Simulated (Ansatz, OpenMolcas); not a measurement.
**How methods differ on GaNH2F2 (SMILES [NH2][Ga]([F])[F])**

GaNH2F2: 6 atoms, total charge 0, spin state singlet. As SMILES, `[NH2][Ga]([F])[F]`. The coordinates come from a PBE0-D4/def2-TZVP relaxation.

```csv
atom,x (Å),y (Å),z (Å)
N,-0.2975,0.9637,-0.1727
Ga,0.2842,-0.7153,0.0420
F,1.6850,-1.1016,0.9977
F,-0.4553,-2.0677,-0.7634
H,0.0251,1.7048,0.4257
H,-1.1995,1.1521,-0.5754
```

Quantity: the energy change with the Ga2–F4 bond stretched from 1.739 to 3.826 Å, in eV. The values are calculated.

```csv
level,kind,program,value (eV),CPU time (all runs)
BLYP/cc-pVDZ (restricted),GGA,Ansatz,4.96,12 s
revPBE/cc-pVDZ (restricted),GGA,OpenMolcas,4.95,2.4 min
r2SCAN/cc-pVDZ (restricted),meta-GGA,Ansatz,5.61,28 s
BHLYP/cc-pVDZ (restricted),global hybrid,Ansatz,6.54,18 s
M06-2X/cc-pVDZ (restricted),hybrid meta-GGA,OpenMolcas,6.48,1.8 min
r2SCAN0/cc-pVDZ (restricted),hybrid meta-GGA,Ansatz,6.24,28 s
MP2/cc-pVDZ (restricted),perturbation theory,OpenMolcas,6.37,17 s
CCSD/cc-pVDZ (restricted),coupled cluster or CI,Ansatz,5.95,61 s
```

All-electron rows without a relativistic Hamiltonian named are non-relativistic. The first shape isn't each level's own minimum. The values span 4.95 to 6.54 eV. In the correlated wave-function rows the outer d shell of Ga is correlated, in sets not made for it. CPU times are rough (shared hosts, several kinds of processor and program).
